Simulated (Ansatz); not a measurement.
```json
{"atom": "C", "x (Å)": "1.4000", "y (Å)": "0.0000", "z (Å)": "0.0000"}
{"atom": "C", "x (Å)": "0.7000", "y (Å)": "1.2124", "z (Å)": "0.0000"}
{"atom": "C", "x (Å)": "-0.7000", "y (Å)": "1.2124", "z (Å)": "0.0000"}
{"atom": "C", "x (Å)": "-1.4000", "y (Å)": "0.0000", "z (Å)": "0.0000"}
{"atom": "C", "x (Å)": "-0.7000", "y (Å)": "-1.2124", "z (Å)": "0.0000"}
{"atom": "C", "x (Å)": "0.7000", "y (Å)": "-1.2124", "z (Å)": "0.0000"}
{"atom": "N", "x (Å)": "2.8400", "y (Å)": "0.0000", "z (Å)": "0.0000"}
{"atom": "O", "x (Å)": "3.3700", "y (Å)": "1.1000", "z (Å)": "0.0000"}
{"atom": "H", "x (Å)": "1.2425", "y (Å)": "2.1521", "z (Å)": "0.0000"}
{"atom": "H", "x (Å)": "-1.2425", "y (Å)": "2.1521", "z (Å)": "0.0000"}
{"atom": "H", "x (Å)": "-2.4850", "y (Å)": "0.0000", "z (Å)": "0.0000"}
{"atom": "H", "x (Å)": "-1.2425", "y (Å)": "-2.1521", "z (Å)": "0.0000"}
{"atom": "H", "x (Å)": "1.2425", "y (Å)": "-2.1521", "z (Å)": "0.0000"}
```

Basis set: def2-SVP. Charge 0. Computed with Ansatz (development build ahead of 0.2.0); the lowest solution found for each multiplicity.

Problem. How do the multiplicities compare at this shape? Give, from the lowest of each method, PBE0 (unrestricted) for 1, 3; PBE0 (restricted) for 1, 3; HF (unrestricted) for 1, 3; HF (restricted) for 1, 3.

Solution.

```
            method  multiplicity  E (eV)  <S²>
PBE0, unrestricted             1   0.000  0.18
PBE0, unrestricted             3   0.483  2.02
  PBE0, restricted             1   0.000  0.00
  PBE0, restricted             3   0.587  2.00
  HF, unrestricted             1   0.000  1.06
  HF, unrestricted             3   0.070  2.62
    HF, restricted             1   0.000  0.00
    HF, restricted             3   0.374  2.00
```

Caution for PBE0, unrestricted, HF, unrestricted: the unrestricted determinant is spin contaminated. Caution for HF, unrestricted: the unrestricted determinant is a mixture of spin states. Caution for HF, restricted: an unrestricted determinant lies well below.
